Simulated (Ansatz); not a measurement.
`[GeH3][S][GeH3]`, relaxed with RKS PBE0-D4/def2-TZVP in the Gaussian-basis code of Ansatz from a PBE-D4/def2-SVP geometry. The force threshold is 0.005 eV/Å; the program also tests the step.

Charge 0, multiplicity 1.

Start:

```xyz
9

Ge    0.082   -0.382   -1.650
S     1.239    0.865   -0.179
Ge   -0.012    0.432    1.640
H     0.092   -1.872   -1.212
H     0.810   -0.205   -3.005
H    -1.383    0.122   -1.743
H    -0.012   -1.092    1.938
H     0.654    1.216    2.797
H    -1.469    0.917    1.414
```

| step | energy (eV) | largest force (eV/Å) | largest move (Å) |
| --- | --- | --- | --- |
| 1 | -123952.8983 | 0.451 | 0.000 |
| 2 | -123952.9204 | 0.044 | 0.028 |
| 3 | -123952.9208 | 0.029 | 0.015 |
| 4 | -123952.9211 | 0.003 | 0.007 |

End:

```xyz
9

Ge    0.083   -0.378   -1.637
S     1.220    0.851   -0.176
Ge   -0.010    0.429    1.626
H     0.092   -1.852   -1.199
H     0.800   -0.206   -2.981
H    -1.368    0.122   -1.725
H    -0.010   -1.080    1.917
H     0.646    1.205    2.775
H    -1.453    0.908    1.399
```

It took 16 s on 4 threads of a server CPU on a shared host, with 0.52 GiB of host memory at the peak.
